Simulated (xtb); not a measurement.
xtb input (GFN1-xTB):

```bash
xtb mol.xyz --gfn 1 --opt tight --chrg 0 --uhf 0
```
mol.xyz:
```
17

Al     0.66689785     1.51742454     0.19020573
N     -0.15924186    -0.36233061    -0.04541732
C     -0.36549103    -0.96648634     1.28730784
C      0.76547307    -1.19681518    -0.84055067
C     -1.45330757    -0.23338039    -0.74717583
H      2.01873252     1.13100823     0.95053792
H      0.79326277     1.95688202    -1.34139102
H     -0.48081447     2.21635687     1.05572848
H     -0.80309610    -1.96512733     1.19280507
H      0.59145543    -1.03621611     1.80056031
H     -1.03101187    -0.33171139     1.86883998
H      1.72002469    -1.26605723    -0.32279242
H      0.92456672    -0.72997880    -1.81049389
H      0.35249917    -2.20047248    -0.98139589
H     -1.28951562     0.23141591    -1.71731679
H     -2.11652494     0.39984221    -0.16133564
H     -1.91460410    -1.21605512    -0.88598745
```

End of the output:

```
           -------------------------------------------------

      molecular mass/u    :       89.1157384
   center of mass at/Å    :        0.0292105       0.0664641       0.0083311
  moments of inertia/u·Å² :        0.1081416E+03   0.1941094E+03   0.1941094E+03
rotational constants/cm⁻¹ :        0.1558848E+00   0.8684604E-01   0.8684604E-01

 * 15 selected distances

     #   Z          #   Z                                           value/Å
     2   7 N        3   6 C                                       1.4754138
     2   7 N        4   6 C                                       1.4754138
     2   7 N        5   6 C                                       1.4754138
     1  13 Al       6   1 H                                       1.5505019
     1  13 Al       7   1 H                                       1.5505019 (max)
     1  13 Al       8   1 H                                       1.5505019
     3   6 C        9   1 H                                       1.0941814
     3   6 C       10   1 H                                       1.0911100
     3   6 C       11   1 H                                       1.0911100
     4   6 C       12   1 H                                       1.0911100 (min)
     4   6 C       13   1 H                                       1.0911100
     4   6 C       14   1 H                                       1.0941814
     5   6 C       15   1 H                                       1.0911100
     5   6 C       16   1 H                                       1.0911100
     5   6 C       17   1 H                                       1.0941814

 * 3 distinct bonds (by element types)

   Z      Z             #   av. dist./Å        max./Å        min./Å
   1 H    6 C           9     1.0921338     1.0941814     1.0911100
   6 C    7 N           3     1.4754138     1.4754138     1.4754138
   1 H   13 Al          3     1.5505019     1.5505019     1.5505019

optimized geometry written to: xtbopt.xyz

           -------------------------------------------------
          | TOTAL ENERGY              -17.301931277165 Eh   |
          | GRADIENT NORM               0.000072999360 Eh/α |
          | HOMO-LUMO GAP               6.866250143917 eV   |
           -------------------------------------------------

------------------------------------------------------------------------
------------------------------------------------------------------------
 total:
 SCF:
 ANC optimizer:
```
